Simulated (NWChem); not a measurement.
System: DMF (C3H7NO); SMILES CN(C)C=O

NWChem input:

```
start job
memory heap 200 mb stack 900 mb global 1100 mb
geometry units angstroms noautoz
  C      0.770340    -1.573301    -0.000429
  N      0.020792    -0.348584    -0.000298
  C     -1.416901    -0.426626    -0.001417
  C      0.632826     0.867050    -0.000068
  O      0.073174     1.939010    -0.000625
  H      1.846769    -1.348768     0.002293
  H      0.544804    -2.185765     0.890403
  H      0.548836    -2.183415    -0.893922
  H     -1.810599     0.597903    -0.000991
  H     -1.785763    -0.956809    -0.896354
  H     -1.787028    -0.958941     0.891651
  H      1.746020     0.766643     0.000784
end
basis spherical
  * library 6-31g*
end
dft
  xc xpbe96 cpbe96
  iterations 150
end
tddft
  cis
  nroots 6
  notriplet
end
task tddft energy
```

Excerpt of the output:

```
             Northwest Computational Chemistry Package (NWChem) 7.3.0
             --------------------------------------------------------

 CS  symmetry detected

                             Geometry "geometry" -> ""
                             -------------------------

 Output coordinates in angstroms (scale by  1.889725989 to convert to a.u.)

  No.       Tag          Charge          X              Y              Z
 ---- ---------------- ---------- -------------- -------------- --------------
    1 C                    6.0000     0.77651732    -1.57099537     0.00000000
    2 N                    7.0000     0.02310452    -0.34865219     0.00000000
    3 C                    6.0000    -1.41433519    -0.43123531     0.00000000
    4 C                    6.0000     0.63129546     0.86890908     0.00000000
    5 O                    8.0000     0.06825983     1.93909584     0.00000000
    6 H                    1.0000     1.85223305    -1.34306308     0.00000000
    7 H                    1.0000     0.55492870    -2.18298746     0.89216356
    8 H                    1.0000     0.55492870    -2.18298746    -0.89216356
    9 H                    1.0000    -1.81126728     0.59204496     0.00000000
   10 H                    1.0000    -1.78215016    -0.96364889    -0.89400277
   11 H                    1.0000    -1.78215016    -0.96364889     0.89400277
   12 H                    1.0000     1.74480138     0.77201904     0.00000000

 Effective nuclear repulsion energy (a.u.)     182.0679011491

      Symmetry information
      --------------------

 Group name             Cs
 Group number              2
 Group order               2
 No. of unique centers    10

  pbe96 is a nonlocal functional; adding pw91lda local functional.

                                 NWChem DFT Module
                                 -----------------

 Summary of "ao basis" -> "ao basis" (spherical)
 ------------------------------------------------------------------------------
       Tag                 Description            Shells   Functions and Types
 ---------------- ------------------------------  ------  ---------------------
 C                           6-31g*                  6       14   3s2p1d
 N                           6-31g*                  6       14   3s2p1d
 O                           6-31g*                  6       14   3s2p1d
 H                           6-31g*                  2        2   2s

      Symmetry analysis of basis
      --------------------------

        a'         60
        a"         24

[...]

                                NWChem TDDFT Module
                                -------------------

            General Information
            -------------------
           No. of orbitals :     168
            Alpha orbitals :      84
             Beta orbitals :      84
        Alpha frozen cores :       0
         Beta frozen cores :       0
     Alpha frozen virtuals :       0
      Beta frozen virtuals :       0
         Spin multiplicity :       1
    Number of AO functions :      84
        Use of symmetry is : off
      Symmetry adaption is : on
         Schwarz screening :  0.10D-07

              XC Information
              --------------
   PerdewBurkeErnzerhof Exchange Functional   1.00
     Perdew 1991 LDA Correlation Functional   1.00 local
    PerdewBurkeErnz. Correlation Functional   1.00 non-local

             TDDFT Information
             -----------------
          Calculation type : Tamm-Dancoff TDDFT
         Wavefunction type : Restricted singlets
          No. of electrons :      40
           Alpha electrons :      20
            Beta electrons :      20
              No. of roots :       6
          Max subspacesize :    5200
            Max iterations :     100
               Target root :       1
           Target symmetry : none
      Symmetry restriction : off
                 Algorithm : Optimal
        Davidson threshold :  0.10D-03

    6 smallest eigenvalue differences (eV)
--------------------------------------------------------
  No. Spin  Occ  Vir  Irrep   E(Occ)    E(Vir)   E(Diff)
--------------------------------------------------------
    1    1   20   21 a"       -0.201     0.003     5.546
    2    1   19   21 a'       -0.203     0.003     5.601
    3    1   20   22 a'       -0.201     0.062     7.159
    4    1   19   22 a"       -0.203     0.062     7.214
    5    1   20   23 a'       -0.201     0.090     7.918
    6    1   19   23 a"       -0.203     0.090     7.973
--------------------------------------------------------

  Entering Davidson iterations
  Restricted singlet excited states

  Iter   NTrls   NConv    DeltaV     DeltaE      Time
  ----  ------  ------  ---------  ---------  ---------
    1      6       0     0.29E+00   0.10+100        4.2
    2     12       0     0.12E+00   0.55E-01        4.8
    3     18       0     0.34E-01   0.16E-01        5.1
    4     24       3     0.61E-02   0.15E-02        4.3
    5     27       3     0.76E-03   0.31E-04        2.8
    6     30       6     0.90E-04   0.58E-06        3.2
  ----  ------  ------  ---------  ---------  ---------
  Convergence criterion met

  Ground state a'       -248.198892993320 a.u.

  ----------------------------------------------------------------------------
  Root   1 singlet a"             0.212108642 a.u.                5.7718 eV
  ----------------------------------------------------------------------------
     Transition Moments    X  0.00000   Y -0.00000   Z  0.08715
     Dipole Oscillator Strength                    0.0010740743
     Electric Quadrupole                           0.0000000178
     Magnetic Dipole                               0.0000016678
     Total Oscillator Strength                     0.0010757598

[...]
```

Level: PBE/6-31G* (spherical d), TDA. Structure relaxed at the PBE0/def2-SVP level.
